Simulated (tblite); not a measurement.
Species: C6H8ClNSi.
Structure used (GFN2-xTB), in Å, numbered top down from 1:
```
atom  x, y, z in Å
N1    -1.4359    1.7056    2.0065
C2    -1.6094    0.7352    1.4265
C3    -1.7999   -0.4632    0.6527
C4    -1.3968   -0.2112   -0.7968
C5    -0.7862   -1.2965   -1.6064
C6     0.0552   -0.3761   -1.2089
Si7    1.7461    0.3547   -0.9744
C8     1.9065    0.6707    0.9057
Cl9    1.6923   -0.8761    1.7747
H10   -2.8509   -0.7627    0.7174
H11   -1.1778   -1.2534    1.0826
H12   -1.9991    0.5523   -1.2833
H13   -0.9849   -2.2027   -2.1238
H14    1.8382    1.6421   -1.6675
H15    2.7665   -0.6044   -1.3959
H16    1.1448    1.3463    1.2895
H17    2.8843    1.0513    1.1913
```

Computed values, GFN2-xTB/tblite, gas phase, harmonic and unscaled. The method is semi-empirical: single wavenumbers can be off by several per cent or more. Modes of hydrogen on silicon can be 10 to 20 % off. One conformer, not necessarily the lowest.

Harmonic wavenumbers (cm⁻¹): 26.0, 45.6, 63.4, 107.3, 126.8, 161.3, 207.8, 235.9, 375.5, 378.5, 420.9, 478.6, 522.4, 545.0, 564.2, 633.3, 690.9, 698.2, 745.8, 755.7, 768.6, 881.8, 923.9, 962.1, 982.9, 1011.5, 1026.1, 1096.5, 1125.2, 1195.3, 1215.6, 1254.2, 1335.6, 1413.8, 1431.1, 1802.8, 2251.1, 2275.5, 2408.4, 2943.8, 2965.9, 2985.6, 2997.3, 2999.9, 3229.3.

A = 1251, B = 1025, C = 744.4 MHz; mass 157.011 u (most abundant isotopes); point group C1, symmetry number 1.

What is the zero-point energy?

½Σν̃ = 25633 cm⁻¹ = 306.65 kJ/mol.

Entropy at 200 K, 1 bar (ideal gas, RRHO, classical rotation)?

Translation 163.62, rotation 121.38, vibration 105.05: S = 390.0 J/(mol K).

And Cp and H(200 K) − H(0)?

Cp = 130.39 J/(mol K), of which vibrations give 97.14 (their classical limit is 45 R = 374.2); H(200 K) − H(0) = 17.12 kJ/mol without the zero-point energy, 10.47 from vibrations.

Which modes carry the vibrational entropy at 200 K?

26.0 cm⁻¹: 22.27; 45.6 cm⁻¹: 17.62; 63.4 cm⁻¹: 14.91; 107.3 cm⁻¹: 10.67; 126.8 cm⁻¹: 9.36; 161.3 cm⁻¹: 7.53 J/(mol K); the other 39 give 22.69 together.

How do the functions run with temperature in this model?

| T (K) | S (J/(mol K)) | Cp (J/(mol K)) | H − H(0) (kJ/mol) | G − H(0) (kJ/mol) | ln q(vib) |
| --- | --- | --- | --- | --- | --- |
| 50 | 264.1 | 64.8 | 2.42 | -10.79 | 1.22 |
| 100 | 316.4 | 87.6 | 6.26 | -25.39 | 3.03 |
| 298.15 | 450.1 | 172.8 | 32.03 | -102.18 | 9.34 |
| 373.15 | 492.1 | 201.3 | 46.09 | -137.53 | 11.56 |
| 500 | 556.6 | 239.8 | 74.18 | -204.12 | 15.16 |
| 750 | 664.3 | 290.5 | 140.99 | -357.20 | 21.72 |
| 1000 | 752.6 | 322.9 | 217.94 | -534.65 | 27.59 |

q(vib) and H(0) count from the zero-point level.

Hindered rotation and anharmonicity are outside this model. Other conformers, if any are populated, would add a mixing term that is left out. The structure is chiral; the term R ln 2 for an equal mix with its mirror image is left out.
